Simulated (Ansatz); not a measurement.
Born–Oppenheimer molecular dynamics of C₂H₈OSi (12 atoms, charge 0, multiplicity 1). It goes on from the last frame of an earlier run, with new velocities.

These are results of RKS PBE0/6-31G in Ansatz, not measurements.

```
ensemble        : NVT, Langevin thermostat
time step       : 2 fs
steps asked     : 40
set temperature : 100 K
friction        : 0.001 /fs
seed            : 336659
```

First frame:

```xyz
12
Properties=species:S:1:pos:R:3
Si 0.031 0.100 -0.069
C 0.135 -0.346 1.880
H -0.455 -1.242 2.044
H 1.218 -0.439 1.915
H -0.087 0.477 2.719
H 1.314 0.318 -0.907
O -0.917 1.569 -0.407
C -2.052 1.412 -1.211
H -1.968 2.113 -2.116
H -2.247 0.305 -1.464
H -2.944 1.815 -0.632
H -0.707 -1.138 -0.790
```

(1) What does the run give?

(2) What happens to the structure?

(3) How do temperature and energy run in time?

## Answers

(1) All steps were run.

- steps done: 40
- time covered: 80 fs
- mean temperature over the second half: 333 K
- spread of the potential energy over the second half: 6.1 meV per atom
- mean potential energy of the second half above the start: -38.0 meV per atom

The mean temperature of the second half is 233 % above the set value. A step of 2 fs is long for free X–H stretches (periods near 10 fs) and can bias their spread and the temperature. A run of 0.08 ps of so small a system gives no equilibrium averages. Limits of this set-up: no polarisation functions.

(2) The same pairs are bonded in the first frame and the last. Pairs count as bonded within 1.25 times the sum of covalent radii (0.12 Å more for H–H). The details hang on the random start.

(3) 
```
time (fs)  T (K)  potential energy less start (eV)
        0     92                             0.000
        2    232                            -0.278
        4    285                            -0.353
        6    353                            -0.448
        8    451                            -0.626
       10    379                            -0.469
       12    407                            -0.547
       14    335                            -0.432
       16    299                            -0.365
       18    354                            -0.488
       20    236                            -0.258
       22    261                            -0.301
       24    339                            -0.472
       26    361                            -0.460
       28    447                            -0.648
       30    341                            -0.433
       32    340                            -0.442
       34    361                            -0.505
       36    307                            -0.385
       38    337                            -0.440
       40    328                            -0.421
       42    320                            -0.403
       44    323                            -0.429
       46    327                            -0.430
       48    351                            -0.462
       50    320                            -0.427
       52    271                            -0.323
       54    321                            -0.422
       56    364                            -0.517
       58    348                            -0.456
       60    373                            -0.535
       62    348                            -0.467
       64    379                            -0.540
       66    371                            -0.540
       68    269                            -0.322
       70    308                            -0.457
       72    288                            -0.397
       74    290                            -0.406
       76    380                            -0.572
       78    330                            -0.429
       80    393                            -0.612
```

Run time: 120 s on 1 thread of Arm Neoverse V1, with other jobs on the host, peak memory 0.12 GiB.
